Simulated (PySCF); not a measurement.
# How the method changes the constants of GeCl

State: ²Π (doublet), unpaired electrons π ↑. Set-up: basis Ge def2-TZVPP, Cl def2-TZVPP; no relativity; PySCF 2.14. De refers to Ge + Cl in their high-spin ground configurations, without counterpoise correction. The functionals are run spin-unrestricted. A positive dipole means Ge(−)Cl(+).

```csv
Level,Re (Å),ωe (cm⁻¹),De (eV),μ (D)
UHF,2.188,403,2.74,-2.02
UHF-MP2,2.167,419,4.06,n/a
UHF-SCS-MP2,2.176,413,3.94,n/a
UHF-CCSD,2.174,415,3.77,n/a
UHF-CCSD(T),2.175,414,3.91,n/a
PBE,2.193,392,4.33,-1.56
r²SCAN,2.172,407,4.23,-1.48
M06-L,2.181,400,4.42,-1.62
r²SCANh,2.168,411,4.17,-1.53
PBE0,2.173,408,4.14,-1.64
MN15,2.162,411,4.18,-1.69
ωB97X,2.166,414,4.25,-1.73
B2PLYP,2.184,402,4.06,-1.90
```

The bond length runs from 2.162 Å (MN15) to 2.193 Å (PBE). De spans 2.74 eV (UHF, mean field) to 4.42 eV (M06-L, meta-GGA). Correlation at CCSD(T) changes the Hartree–Fock bond energy by +1.17 eV; the triples alone change it by +0.14 eV.

Correlated steps freeze 14 core orbitals. Spin–orbit coupling is left out. B2PLYP dipoles, levels and charges come from its SCF part alone. The state is the lowest determinant that a PBE0 search found; another state may lie lower at other levels.

The whole job (state search and all levels along the bond) took about 11 min on 1 thread of Intel Xeon Platinum 8488C (shared host), peak memory 2.5 GiB.
